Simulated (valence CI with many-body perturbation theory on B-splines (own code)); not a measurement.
Forbidden lines of Ti VIII

Calculated by configuration interaction combined with many-body perturbation theory (CI+MBPT): five valence electrons over a frozen Dirac-Fock core [Ne], radial functions for each j: 9 s, 9 p, 8 d, 6 f, 3 g, 1 h, with the one-electron correlation potential Σ1 (screened to all orders), the two-electron term Σ2, the three-electron term Σ3, Breit, model QED; selected single and double excitations, second order for the rest, scaled by the run's own slope (own B-spline code, finite nucleus).

Set against measurement, 6 paired levels are off by 127 cm⁻¹ on average, the worst by 215. These come from a selection out of Corliss and Sugar, J. Phys. Chem. Ref. Data 8, 1 (1979). Levels without a partner in it may be off by more. Among the levels kept, up to 730 cm⁻¹ of a level comes from second order outside the variational space, and about a tenth of that is noise between levels of different J, which matters for small intervals.

Lines 1 to 20 of 20 in falling wavelength, among levels below 57.014 eV, chosen from the decays that carry over 1 % of a level's rate. Wavelengths and rates use the calculated energies, so an error of 100 cm⁻¹ moves a line at 88.65 nm by 0.089 % and its rate by three times that or more. Electric multipoles are in the length gauge, E1 and E2 with the static RPA response of the core. S is in atomic units (e²a₀⁴ for E2 and M2, e²a₀⁶ for E3), for M1 in squared Bohr magnetons. Weak lines are less certain than strong ones. Lines between different terms over intervals too small for the method are left out, as are lines whose strength nearly cancels.

Names give the largest LS component (configuration and term), which can be under half, so a name can repeat, a term be missing and a line seem to break the LS rules; names also repeat where a configuration has a term twice. Letters in brackets count levels of one name in rising energy.

| λ vac (nm) | Upper | Lower | Type | A (s⁻¹) | S (a.u.) |
| --- | --- | --- | --- | --- | --- |
| 9367 | 3s²3p³ ²D°_5/2 | 3s²3p³ ²D°_3/2 | M1 | 1.26e-02 | 2.30e+00 |
| 3868 | 3s²3p²3d ⁴F_9/2 | 3s²3p²3d ⁴F_7/2 | M1 | 4.57e-01 | 9.80e+00 |
| 452.7 | 3s²3p³ ²P°_1/2 | 3s²3p³ ²D°_3/2 | M1 | 8.87e+00 | 6.10e-02 |
| 452.7 | 3s²3p³ ²P°_1/2 | 3s²3p³ ²D°_3/2 | E2 | 3.70e-01 | 1.26e+00 |
| 445.2 | 3s²3p³ ²P°_3/2 | 3s²3p³ ²D°_5/2 | M1 | 8.53e+00 | 1.12e-01 |
| 425.0 | 3s²3p³ ²P°_3/2 | 3s²3p³ ²D°_3/2 | M1 | 1.71e+01 | 1.94e-01 |
| 341.6 | 3s²3p²3d ²G_9/2 | 3s²3p²3d ⁴D_7/2 | M1 | 8.72e-01 | 1.29e-02 |
| 308.5 | 3s²3p³ ²D°_3/2 | 3s²3p³ ⁴S°_3/2 | M1 | 2.38e+00 | 1.03e-02 |
| 298.6 | 3s²3p³ ²D°_5/2 | 3s²3p³ ⁴S°_3/2 | M1 | 6.21e-02 | 3.68e-04 |
| 298.6 | 3s²3p³ ²D°_5/2 | 3s²3p³ ⁴S°_3/2 | E2 | 1.64e-02 | 2.09e-02 |
| 286.4 | 3s²3p²3d ²G_9/2 | 3s²3p²3d ²F_7/2 [a] | M1 | 5.65e-01 | 4.92e-03 |
| 244.0 | 3s²3p²3d ²G_9/2 | 3s²3p²3d ⁴F_9/2 | M1 | 1.34e+01 | 7.20e-02 |
| 229.5 | 3s²3p²3d ²G_9/2 | 3s²3p²3d ⁴F_7/2 | M1 | 5.92e+00 | 2.65e-02 |
| 183.5 | 3s²3p³ ²P°_1/2 | 3s²3p³ ⁴S°_3/2 | M1 | 1.98e+01 | 9.05e-03 |
| 178.7 | 3s²3p³ ²P°_3/2 | 3s²3p³ ⁴S°_3/2 | M1 | 4.48e+01 | 3.79e-02 |
| 88.65 | 3s²3p²3d ²G_9/2 | 3s3p⁴ ²D_5/2 | E2 | 1.44e+01 | 7.03e-02 |
| 84.07 | 3s²3p²3d ⁴F_9/2 | 3s3p⁴ ⁴P_5/2 | E2 | 3.02e+01 | 1.13e-01 |
| 62.53 | 3s²3p²3d ²G_9/2 | 3s3p⁴ ⁴P_5/2 | E2 | 1.75e+00 | 1.49e-03 |
| 35.73 | 3s²3p²3d ⁴F_9/2 | 3s²3p³ ²D°_5/2 | M2 | 1.20e+01 | 6.23e-04 |
| 31.17 | 3s²3p²3d ²G_9/2 | 3s²3p³ ²D°_5/2 | M2 | 3.12e+00 | 8.20e-05 |
